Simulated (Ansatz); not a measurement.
CHF2NZn, SMILES `N=[C](F)[Zn][F]`, 6 atoms. Charge 0, multiplicity 1. For Zn the d shell is correlated and the shells below it are frozen. Scalar relativity is left out up to krypton. All runs use 4 threads of an Arm Neoverse V1 on a shared host. Correlated methods freeze the cores.

Question: Give the basis size and wall time and peak host memory of each of these runs in Ansatz. direct RPA on PBE orbitals with 3s3p of Cu, Zn/def2-TZVPP energy; RKS ωB97M-V/def2-SVP energy; RHF-CCSD(T) with 3s3p of Cu, Zn/def2-TZVPP energy; RHF-CCSD(T) with 3s3p of Cu, Zn/def2-SVP energy; RKS HSE06 (plane-wave form)-D4/def2-TZVPP energy; RKS ωB97M-V/def2-QZVPP energy; RKS PBE0-D4/def2-SVP energy; RKS PBE0-D4/def2-QZVPP energy; RHF-MP2 with 3s3p of Cu, Zn/def2-QZVPP energy; RKS CAM-B3LYP-D4/def2-TZVPP energy; RKS PBE0-D4/def2-TZVP relaxation (7 steps); RKS BLYP-D4/def2-TZVPP energy. (Estimate.)

Answer: Ansatz gave: Other jobs shared the machine, so times are rough.

| level | job | functions | wall time | peak host memory (GiB) |
| --- | --- | --- | --- | --- |
| RKS PBE0-D4/def2-SVP | energy | 92 | 1 s | 0.18 |
| RKS BLYP-D4/def2-TZVPP | energy | 202 | 1.6 s | 0.24 |
| RKS HSE06 (plane-wave form)-D4/def2-TZVPP | energy | 202 | 2.6 s | 0.49 |
| RKS CAM-B3LYP-D4/def2-TZVPP | energy | 202 | 2.7 s | 0.51 |
| RHF-CCSD(T) with 3s3p of Cu, Zn/def2-SVP | energy | 92 | 3.9 s | 0.34 |
| direct RPA on PBE orbitals with 3s3p of Cu, Zn/def2-TZVPP | energy | 202 | 4.1 s | 0.41 |
| RKS ωB97M-V/def2-SVP | energy | 92 | 4.3 s | 0.27 |
| RKS PBE0-D4/def2-QZVPP | energy | 358 | 6 s | 1.1 |
| RHF-MP2 with 3s3p of Cu, Zn/def2-QZVPP | energy | 358 | 13 s | 1.4 |
| RKS ωB97M-V/def2-QZVPP | energy | 358 | 14 s | 1.2 |
| RKS PBE0-D4/def2-TZVP | relaxation (7 steps) | 178 | 24 s | 0.45 |
| RHF-CCSD(T) with 3s3p of Cu, Zn/def2-TZVPP | energy | 202 | 110 s | 2.8 |
